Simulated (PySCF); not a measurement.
# The second ionisation energy along the 4p block

Calculated with PySCF 2.14 from differences of total energies of unrestricted determinants, without spin-orbit coupling. Values in eV. The last column holds reference values (NIST; (s) semi-empirical, (t) theoretical, else measured). Unmarked ones compare directly (S terms, centres of terms, or small fine structure); those marked * lie between the lowest fine-structure levels and include a spin-orbit shift.

```tsv
element	configurations	UHF	TPSS	MP2 (valence)	SCS-MP2 (valence)	CCSD (valence)	CCSD(T) (valence)	reference
Ga (cc-pVDZ-PP with ECP10MDF, ECP)	[Ar] 3d10 4s2 → [Ar] 3d10 4s1	18.762	20.388	19.391	19.516	19.721	19.721	20.515
Ge (cc-pVDZ-PP with ECP10MDF, ECP)	[Ar] 3d10 4s2 4p1 → [Ar] 3d10 4s2	15.218	15.722	15.371	15.353	15.445	15.457	15.789
As (cc-pVDZ-PP with ECP10MDF, ECP)	[Ar] 3d10 4s2 4p2 → [Ar] 3d10 4s2 4p1	17.975	18.472	18.237	18.173	18.263	18.269	18.589 *
Se (cc-pVDZ-PP with ECP10MDF, ECP)	[Ar] 3d10 4s2 4p3 → [Ar] 3d10 4s2 4p2	20.842	21.293	21.198	21.076	21.148	21.151	21.196 ± 0.01 *
Br (cc-pVDZ-PP with ECP10MDF, ECP)	[Ar] 3d10 4s2 4p4 → [Ar] 3d10 4s2 4p3	20.173	21.301	20.584	20.595	20.605	20.612	21.409
Kr (cc-pVDZ-PP with ECP10MDF, ECP)	[Ar] 3d10 4s2 4p5 → [Ar] 3d10 4s2 4p4	23.267	24.324	23.818	23.788	23.779	23.782	24.360 *
```

```csv
method,elements,mean error (eV),mean absolute error (eV),largest error (eV)
UHF,3,-1.186,1.186,-1.753
TPSS,3,-0.100,0.100,-0.127
MP2 (valence),3,-0.789,0.789,-1.125
SCS-MP2 (valence),3,-0.749,0.749,-0.999
CCSD (valence),3,-0.647,0.647,-0.804
CCSD(T) (valence),3,-0.641,0.641,-0.797
```

Errors include the incompleteness of the basis and the frozen core.

"Valence" correlates the outer s and p shells and, in groups 3 to 12 and the f block, the outer d or f shell, open or full, or the next shell where the ion has no valence electron left; the wider scheme adds the next inner shell.
